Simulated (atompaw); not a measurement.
**Building the PAW (atompaw) potential for gallium (PBE, scalar-relativistic).**

gallium (Ga), PAW, made with atompaw 4.2.0.5 (PBE, scalar-relativistic). Core [Ne] 3s2, reference 3p6 3d10 4s2 4p1. Waves: 4s (bound): rc 2.05 bohr; 4s channel at 4.1 Ry: rc 2.05 bohr; 3p (bound): rc 1.00 bohr; 4p (bound): rc 0.95 bohr; 3d (bound): rc 1.15 bohr; 3d channel at -0.85 Ry: rc 1.15 bohr. Local part: troulliermartins scheme with l = 3 at 1 Ry, radius 1.75 bohr. Core correction: smooth core density matched at 2.05 bohr. Augmentation charge: sinc compensation charge, radius 1.75 bohr; PAW radius 2.05 bohr; waves and projectors: custom polynom2 7 10 vanderbiltortho.

All-electron outer shells of the reference configuration (PBE, scalar-relativistic, ld1.x):

| shell | level (eV) | outermost node (bohr) | outermost maximum (bohr) |
| --- | --- | --- | --- |
| 2p | -1098.84 | – | 0.15 |
| 3s | -148.13 | 0.27 | 0.56 |
| 3p | -98.86 | 0.24 | 0.56 |
| 3d | -19.15 | – | 0.53 |
| 4s | -8.95 | 0.81 | 1.90 |
| 4p | -2.58 | 0.87 | 2.53 |

**Question.** Is a potential produced?

**Answer.** No. atompaw 4.2.0.5 stopped with "atompaw: The overlap operator has at least one negative eigenvalue!": the overlap operator built from these waves and projectors is not positive definite.
